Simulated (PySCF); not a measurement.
Compound: Ta(NMe)(NH2)3, CH₉N₄Ta (singlet state).
Cartesian coordinates in Å at the PBE0-D3(BJ)/def2-SVP level; atoms count from 1:
```xyz
15
CH9N4Ta angstrom
Ta    -0.009    0.002   -0.609
N      0.002    0.000    1.166
C      0.019   -0.018    2.582
H      0.731    0.721    2.992
H     -0.974    0.216    3.007
H      0.317   -1.007    2.976
N      1.887   -0.067   -1.253
H      2.701   -0.341   -0.710
H      2.201    0.347   -2.127
N     -0.908    1.686   -1.218
H     -1.398    1.772   -2.105
H     -1.102    2.508   -0.654
N     -1.019   -1.615   -1.225
H     -0.831   -2.090   -2.105
H     -1.649   -2.189   -0.673
```

Computed, not measured: PBE0-D3(BJ)/def2-SVP geometry optimisation, gas phase, def2 core potentials past Kr in PySCF 2.14.0.

Masses are those of the commonest isotopes; rigid-rotor values at the optimised geometry. The values belong to one conformer.

Question: What are A, B and C (MHz)?

Answer: Ia = 193.36, Ib = 317.83, Ic = 318.52 u·Å²; 505379 MHz·u·Å²/I gives A = 2614, B = 1590, C = 1587 MHz.

Question: Classify the top.

Answer: A prolate symmetric top, as the point group C3 requires two equal moments; the computed ones differ by 0.22 % because the geometry is symmetric only within the optimiser's tolerance: κ = (2 × 1590 − 2614 − 1587)/(2614 − 1587) = -0.99.

Question: Where do the R-branch lines fall?

Answer: The dipole of 1.47 D lies along the symmetry axis, so ΔK = 0 and J+1 ← J falls at 2B(J+1) for every K: 3.18 GHz, 6.35 GHz, 9.53 GHz, 12.71 GHz, 15.88 GHz for J = 0 to 4.

PBE0-D3(BJ)/def2-SVP frequencies: not computed here. No vibrational averaging or centrifugal distortion is included, and the geometry carries the error of its method.
